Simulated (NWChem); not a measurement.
System: C3H3NOSi; SMILES N#CC1=CO[SiH2]1

Input file for NWChem:

```
start job
memory heap 200 mb stack 900 mb global 1100 mb
geometry units angstroms noautoz
  N      0.140759    -3.010432     0.000000
  C      0.011298    -1.855303     0.000000
  C     -0.104677    -0.455262     0.000000
  C     -1.202800     0.353361     0.000000
  O     -0.844373     1.655202     0.000000
  Si     0.834038     1.144996     0.000000
  H     -2.273744     0.115383     0.000000
  H      1.538898     1.583079    -1.230312
  H      1.538898     1.583079     1.230312
end
basis spherical
  * library def2-tzvp
end
dft
  xc b3lyp
  iterations 150
  semidirect filesize 400000000
  mulliken
end
task dft energy
```

NWChem printed, in part:

```
             Northwest Computational Chemistry Package (NWChem) 7.3.0
             --------------------------------------------------------

 CS  symmetry detected

                             Geometry "geometry" -> ""
                             -------------------------

 Output coordinates in angstroms (scale by  1.889725989 to convert to a.u.)

  No.       Tag          Charge          X              Y              Z
 ---- ---------------- ---------- -------------- -------------- --------------
    1 N                    7.0000     0.13458740    -3.00652589     0.00000000
    2 C                    6.0000     0.01569769    -1.85026105     0.00000000
    3 C                    6.0000    -0.08746640    -0.44921780     0.00000000
    4 C                    6.0000    -1.17814705     0.36941581     0.00000000
    5 O                    8.0000    -0.80782721     1.66792385     0.00000000
    6 Si                  14.0000     0.86584676     1.14238690     0.00000000
    7 H                    1.0000    -2.25122301     0.14124360     0.00000000
    8 H                    1.0000     1.57468438     1.57400428    -1.23031200
    9 H                    1.0000     1.57468438     1.57400428     1.23031200

 Effective nuclear repulsion energy (a.u.)     248.5311102645

      Symmetry information
      --------------------

 Group name             Cs
 Group number              2
 Group order               2
 No. of unique centers     8

                                 NWChem DFT Module
                                 -----------------

 Summary of "ao basis" -> "ao basis" (spherical)
 ------------------------------------------------------------------------------
       Tag                 Description            Shells   Functions and Types
 ---------------- ------------------------------  ------  ---------------------
 N                         def2-tzvp                11       31   5s3p2d1f
 C                         def2-tzvp                11       31   5s3p2d1f
 O                         def2-tzvp                11       31   5s3p2d1f
 Si                        def2-tzvp                13       37   5s5p2d1f
 H                         def2-tzvp                 4        6   3s1p

      Symmetry analysis of basis
      --------------------------

        a'        141
        a"         69

            General Information
            -------------------
          SCF calculation type: DFT
          Wavefunction type:  closed shell.
          No. of atoms     :     9
          No. of electrons :    50
           Alpha electrons :    25
            Beta electrons :    25
          Charge           :     0
          Spin multiplicity:     1
          Use of symmetry is: on ; symmetry adaption is: on
          Maximum number of iterations: 150
          AO basis - number of functions:   210
                     number of shells:    80
          Convergence on energy requested:  1.00D-06
          Convergence on density requested:  1.00D-05
          Convergence on gradient requested:  5.00D-04

              XC Information
              --------------
                         B3LYP Method XC Potential
                     Hartree-Fock (Exact) Exchange  0.200
                        Slater Exchange Functional  0.800 local
                    Becke 1988 Exchange Functional  0.720 non-local
              Lee-Yang-Parr Correlation Functional  0.810
                  VWN I RPA Correlation Functional  0.190 local

             Grid Information
             ----------------
          Grid used for XC integration:  medium
          Radial quadrature: Mura-Knowles
          Angular quadrature: Lebedev.
          Tag              B.-S. Rad. Rad. Pts. Rad. Cut. Ang. Pts.
          ---              ---------- --------- --------- ---------
          N                   0.65       49          13.0       434
          C                   0.70       49          11.0       434
          O                   0.60       49          12.0       434
          Si                  1.10       88          11.0       590
          H                   0.35       45          12.0       434
          Grid pruning is: on
          Number of quadrature shells:   423
          Spatial weights used:  Erf1

      Superposition of Atomic Density Guess
      -------------------------------------

 Sum of atomic energies:        -532.44468176

      Non-variational initial energy
      ------------------------------

 Total energy =    -535.433931
 1-e energy   =   -1224.025978
 2-e energy   =     440.060937
 HOMO         =      -0.293174
 LUMO         =      -0.029282

      Symmetry analysis of molecular orbitals - initial
      -------------------------------------------------

  Numbering of irreducible representations:

     1 a'          2 a"

  Orbital symmetries:

     1 a'          2 a'          3 a'          4 a'          5 a'
     6 a'          7 a'          8 a'          9 a"         10 a'
    11 a'         12 a'         13 a'         14 a'         15 a'
    16 a'         17 a'         18 a"         19 a'         20 a"
    21 a'         22 a'         23 a"         24 a'         25 a"
    26 a"         27 a'         28 a'         29 a'         30 a"
    31 a'         32 a'         33 a'         34 a"         35 a'

------------------------------------------------------------
EAF file 0: "./job.aoints.0" size=521142272 bytes
------------------------------------------------------------
               write      read    awrite     aread      wait
               -----      ----    ------     -----      ----
     calls:      994         0         0         0         0
   data(b): 5.21e+08  0.00e+00  0.00e+00  0.00e+00
   time(s): 0.00e+00  0.00e+00  0.00e+00  0.00e+00  0.00e+00
rate(mb/s): 0.00e+00  0.00e+00
------------------------------------------------------------

     ---------------------------------------------
      Total Density - Mulliken Population Analysis
     ---------------------------------------------

    Atom       Charge   Shell Charges
 -----------   ------   -------------------------------------------------------
    1 N    7     7.74   0.82  1.15  0.63  0.94  0.27  1.52  1.66  0.72  0.01  0.03  0.00
    2 C    6     5.70   0.86  1.12  0.59  0.48  0.16  1.05  1.06  0.28  0.03  0.06  0.02
    3 C    6     6.30   0.86  1.12  0.54  0.71  0.07  1.26  1.37  0.30  0.01  0.05  0.01
    4 C    6     5.51   0.86  1.12  0.54  0.58  0.09  0.99  0.97  0.24  0.03  0.09  0.01
    5 O    8     8.65   0.79  1.18  0.59  0.97  0.26  1.95  2.15  0.72  0.00  0.02  0.00
    6 Si  14    13.17   2.00  0.59  1.39  0.83  0.44  4.10  1.73  0.47  1.01  0.29  0.13  0.14  0.05
    7 H    1     0.84   0.24  0.45  0.14  0.02
    8 H    1     1.04   0.22  0.54  0.27  0.01
    9 H    1     1.04   0.22  0.54  0.27  0.01

   convergence    iter        energy       DeltaE   RMS-Dens  Diis-err
 ---------------- ----- ----------------- --------- --------- ---------
 d= 0,ls=0.0,diis     1   -535.5316569256 -7.84D+02  1.51D-02  1.57D+00
 d= 0,ls=0.0,diis     2   -535.1785262204  3.53D-01  1.28D-02  4.45D+00
 d= 0,ls=0.0,diis     3   -535.6504769970 -4.72D-01  2.64D-03  3.53D-01
 d= 0,ls=0.0,diis     4   -535.6789283945 -2.85D-02  8.54D-04  9.01D-02
 d= 0,ls=0.0,diis     5   -535.6872769261 -8.35D-03  1.87D-04  4.02D-03
  Resetting Diis
 d= 0,ls=0.0,diis     6   -535.6876929550 -4.16D-04  6.17D-05  2.59D-04
 d= 0,ls=0.0,diis     7   -535.6877126604 -1.97D-05  7.67D-05  6.59D-05
 d= 0,ls=0.0,diis     8   -535.6876806971  3.20D-05  5.07D-05  3.39D-04
 d= 0,ls=0.0,diis     9   -535.6877206984 -4.00D-05  4.73D-06  7.96D-07
 d= 0,ls=0.0,diis    10   -535.6877207755 -7.71D-08  6.31D-07  5.86D-08

         Total DFT energy =     -535.687720775518
      One electron energy =    -1227.520920424764
           Coulomb energy =      497.131784677099
    Exchange-Corr. energy =      -53.829695292402
 Nuclear repulsion energy =      248.531110264549

 Numeric. integr. density =       50.000001350893

                  Occupations of the irreducible representations
                  ----------------------------------------------

                     irrep           alpha         beta
                     --------     --------     --------
                     a'               20.0         20.0
                     a"                5.0          5.0

                       DFT Final Molecular Orbital Analysis
                       ------------------------------------

 Vector   23  Occ=2.000000D+00  E=-3.655284D-01  Symmetry=a'
              MO Center=  5.4D-02, -2.7D+00, -1.3D-14, r^2= 2.7D+00
   Bfn.  Coefficient  Atom+Function         Bfn.  Coefficient  Atom+Function
  ----- ------------  ---------------      ----- ------------  ---------------
     4      0.382578  1 N  s                  7     -0.356233  1 N  py
    67      0.255306  3 C  s                 44     -0.218711  2 C  py
    10     -0.213619  1 N  py                38      0.202106  2 C  py
    13     -0.172013  1 N  py                 3      0.165487  1 N  s
    35     -0.157422  2 C  s                 36     -0.152915  2 C  s

 Vector   24  Occ=2.000000D+00  E=-3.209369D-01  Symmetry=a'
              MO Center=  1.5D-01, -1.5D+00, -3.1D-15, r^2= 3.7D+00
   Bfn.  Coefficient  Atom+Function         Bfn.  Coefficient  Atom+Function
  ----- ------------  ---------------      ----- ------------  ---------------
     6      0.288127  1 N  px                 9      0.228966  1 N  px
    37      0.215802  2 C  px                68     -0.173396  3 C  px
    40      0.171251  2 C  px               171      0.154063  6 Si py
    71     -0.147446  3 C  px                12      0.134456  1 N  px
    43      0.116193  2 C  px                99      0.109138  4 C  px

 Vector   25  Occ=2.000000D+00  E=-2.674542D-01  Symmetry=a"
              MO Center= -3.4D-01, -4.6D-01, -1.6D-16, r^2= 3.8D+00
   Bfn.  Coefficient  Atom+Function         Bfn.  Coefficient  Atom+Function
  ----- ------------  ---------------      ----- ------------  ---------------
    70      0.258986  3 C  pz               132     -0.246460  5 O  pz
    73      0.225891  3 C  pz                 8     -0.220878  1 N  pz
   135     -0.207348  5 O  pz                76      0.192410  3 C  pz
   138     -0.180208  5 O  pz                11     -0.177187  1 N  pz
   101      0.176886  4 C  pz               104      0.159823  4 C  pz

 Vector   26  Occ=0.000000D+00  E=-6.297271D-02  Symmetry=a"
              MO Center= -6.0D-01, -2.0D-01,  3.0D-15, r^2= 3.6D+00
   Bfn.  Coefficient  Atom+Function         Bfn.  Coefficient  Atom+Function
  ----- ------------  ---------------      ----- ------------  ---------------
   107      0.507300  4 C  pz               101      0.348705  4 C  pz
   104      0.325775  4 C  pz                76     -0.298811  3 C  pz
   175     -0.262102  6 Si pz               201     -0.237355  8 H  s
   207      0.237355  9 H  s                 70     -0.184661  3 C  pz
   138     -0.185392  5 O  pz                73     -0.178685  3 C  pz

 Vector   27  Occ=0.000000D+00  E=-5.228822D-02  Symmetry=a'
              MO Center=  1.1D+00,  1.1D+00, -4.5D-17, r^2= 4.1D+00
   Bfn.  Coefficient  Atom+Function         Bfn.  Coefficient  Atom+Function
  ----- ------------  ---------------      ----- ------------  ---------------
    67      0.927814  3 C  s                174      0.771227  6 Si py
   160     -0.564396  6 Si s                 98     -0.554025  4 C  s
    75      0.534978  3 C  py               173     -0.451573  6 Si px
   105     -0.363674  4 C  px               171      0.323130  6 Si py
     5      0.214113  1 N  s                 44      0.212987  2 C  py

 Vector   28  Occ=0.000000D+00  E=-2.429777D-03  Symmetry=a'
              MO Center=  6.4D-01, -1.7D-01, -8.8D-15, r^2= 7.1D+00
   Bfn.  Coefficient  Atom+Function         Bfn.  Coefficient  Atom+Function
  ----- ------------  ---------------      ----- ------------  ---------------
   160      1.294367  6 Si s                173     -1.215213  6 Si px
    98     -1.091235  4 C  s                 75     -0.728869  3 C  py
   174     -0.716836  6 Si py                36     -0.687765  2 C  s
    44     -0.628296  2 C  py                74     -0.466314  3 C  px
    67      0.436622  3 C  s                  5     -0.373623  1 N  s

------------------------------------------------------------
EAF file 0: "./job.aoints.0" size=720896000 bytes
------------------------------------------------------------
               write      read    awrite     aread      wait
               -----      ----    ------     -----      ----
     calls:     1375         9         0     12366     12366
   data(b): 7.21e+08  4.72e+06  0.00e+00  6.48e+09
   time(s): 0.00e+00  0.00e+00  0.00e+00  0.00e+00  0.00e+00
rate(mb/s): 0.00e+00  0.00e+00
------------------------------------------------------------

     ---------------------------------------------
      Total Density - Mulliken Population Analysis
     ---------------------------------------------

    Atom       Charge   Shell Charges
 -----------   ------   -------------------------------------------------------
    1 N    7     7.00   0.82  1.15  0.63  0.82  0.21  1.45  1.26  0.63  0.01  0.03  0.00
    2 C    6     6.28   0.86  1.11  0.56  0.63  0.05  1.33  1.18  0.46  0.03  0.06  0.02
    3 C    6     6.16   0.85  1.12  0.50  0.68  0.09  1.36  1.16  0.33  0.02  0.05  0.01
    4 C    6     5.79   0.85  1.12  0.56  0.56  0.08  1.26  1.00  0.21  0.03  0.11  0.01
    5 O    8     8.37   0.79  1.18  0.59  0.93  0.32  1.90  1.91  0.72  0.00  0.03  0.00
    6 Si  14    13.49   2.00  0.57  1.39  0.91  0.38  4.13  1.68  0.61  1.16  0.19  0.19  0.21  0.06
    7 H    1     0.85   0.27  0.47  0.09  0.02
    8 H    1     1.02   0.25  0.53  0.23  0.01
    9 H    1     1.02   0.25  0.53  0.23  0.01

     -------------------------------------------
      Total Density - Lowdin Population Analysis
     -------------------------------------------

    Atom       Charge   Shell Charges
 -----------   ------   -------------------------------------------------------
    1 N    7     6.95   0.89  1.06  0.49  0.53  0.33  1.29  1.45  0.78  0.01  0.10  0.02
    2 C    6     6.21   0.91  1.03  0.37  0.34  0.17  1.13  1.19  0.56  0.03  0.41  0.06
    3 C    6     6.25   0.91  1.03  0.33  0.32  0.18  1.15  1.31  0.60  0.02  0.35  0.04
    4 C    6     6.18   0.91  1.04  0.36  0.32  0.17  1.07  1.15  0.49  0.05  0.54  0.09
    5 O    8     7.88   0.87  1.09  0.53  0.55  0.29  1.74  1.85  0.88  0.00  0.07  0.00
    6 Si  14    13.61   2.00  0.84  1.09  0.51  0.30  3.85  1.87  0.68  1.04  0.48  0.19  0.56  0.21
    7 H    1     0.86   0.25  0.39  0.16  0.06
    8 H    1     1.03   0.25  0.47  0.29  0.02
    9 H    1     1.03   0.25  0.47  0.29  0.02

     Multipole analysis of the density
     ---------------------------------

     L   x y z        total         alpha         beta         nuclear
     -   - - -        -----         -----         ----         -------
     0   0 0 0     -0.000000    -25.000000    -25.000000     50.000000

     1   1 0 0      0.137227      0.068614      0.068614     -0.000000
     1   0 1 0      1.584374      0.792187      0.792187      0.000000
     1   0 0 1     -0.000000     -0.000000     -0.000000      0.000000

     2   2 0 0    -27.061498    -74.678037    -74.678037    122.294575
     2   1 1 0      2.774144     -2.765151     -2.765151      8.304447
     2   1 0 1      0.000000      0.000000      0.000000      0.000000
     2   0 2 0    -42.690943   -255.868205   -255.868205    469.045468
     2   0 1 1      0.000000      0.000000      0.000000      0.000000
     2   0 0 2    -31.098020    -20.954414    -20.954414     10.810809
```

Level: B3LYP/def2-TZVP. Coordinates come from a PBE0/def2-SVP optimisation.
